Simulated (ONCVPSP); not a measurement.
**What one change does to a pseudopotential (Pt, ONCV)**

* Element: Pt
* Generator: ONCVPSP 4.0.1
* Type: optimised norm-conserving Vanderbilt (ONCV)
* Functional: LDA (Perdew-Zunger)
* Relativity: fully relativistic
* Frozen core: [Kr] 4d10 4f14
* Valence charge: 18
* Reference configuration: 5s2 5p6 5d10
* Partial waves: 5s: rc 1.50 bohr, ncon 4, nbas 7, qcut 9.8 1/bohr, 2 projectors, debl 2.9 Ha; 5p: rc 1.30 bohr, ncon 4, nbas 8, qcut 7.3 1/bohr, 2 projectors, debl 3.6 Ha; 5d: rc 1.60 bohr, ncon 4, nbas 9, qcut 5.1 1/bohr, 2 projectors, debl 2.1 Ha
* Local potential: polynomial inside 1.25 bohr (lpopt 5, dvloc0 6 Ha)
* Core correction: Teter function, fcfact 4.5, rcfact 1.3

Open shells are filled in proportion to 2j + 1.

In the s channel the program set the typed energies aside and used -3.660, 0.250 Ha.

All-electron outer shells of the reference configuration (LDA (Perdew-Zunger), scalar-relativistic, ld1.x):

```tsv
shell	level (eV)	outermost node (bohr)	outermost maximum (bohr)
4f	-68.07	–	0.38
5p	-54.03	0.53	0.98
5d	-4.72	0.57	1.28
```

Change: d: debl 1.05.

Cutoffs: the cutoffs (Ha) at which the residual kinetic energy of the hardest occupied pseudo-wave falls to 1 and 0.1 mHa per electron; they do not see the model core or the augmentation charge, which bear on the density cutoff. Errors are all-electron minus pseudo energies relative to the spin-unpolarised reference configuration.

Task: Predict the effect on cutoff, ghosts and configuration errors.

Result: The potential gets neither clearly harder nor softer (69 Ha and 117 Ha → 69 Ha and 117 Ha); a bound ghost appears in d, which as a rule spoils a file; of the 4 tests that both files solve, the error grows in 3 and shrinks in 0 by more than 15 % and 0.3 meV (median size 0.6 → 1.3 meV).

```tsv
quantity	base	changed
cutoff, loose	69 Ha	69 Ha
cutoff, tight	117 Ha	117 Ha
bound ghosts	none	d5/2
GHOST(+) flags under 300 eV	none	none
error for 5s2 5p6 5d9 6s1, meV [ΔE -0.03 eV]	-0.5	+0.3
error for 5s2 5p6 5d9, meV [ΔE 9.53 eV]	+0.4	+1.5
error for 5s2 5p6 5d8, meV [ΔE 29.80 eV]	+1.9	+4.5
error for 5s2 5p6 5d8 6s1 6p1, meV [ΔE 6.52 eV]	-0.6	+1.2
s: phases at 1.52 bohr within 0.05 rad from the reference energy up to (Ha; the scan ends near 5)	to the end of the scan	to the end of the scan
p3/2: phases at 1.32 bohr within 0.05 rad from the reference energy up to (Ha; the scan ends near 5)	to the end of the scan	to the end of the scan
p1/2: phases at 1.32 bohr within 0.05 rad from the reference energy up to (Ha; the scan ends near 5)	to the end of the scan	to the end of the scan
d5/2: phases at 1.62 bohr within 0.05 rad from the reference energy up to (Ha; the scan ends near 5)	to the end of the scan	4.9
d3/2: phases at 1.62 bohr within 0.05 rad from the reference energy up to (Ha; the scan ends near 5)	4.8	4.6
rms error of d²Exc/dni dnj with the model core, mHa	5.55	5.55
```

 A true bound ghost makes a file unfit for plane-wave use even where its test errors are small: the radial tests pick states by their node count and pass the ghost by.
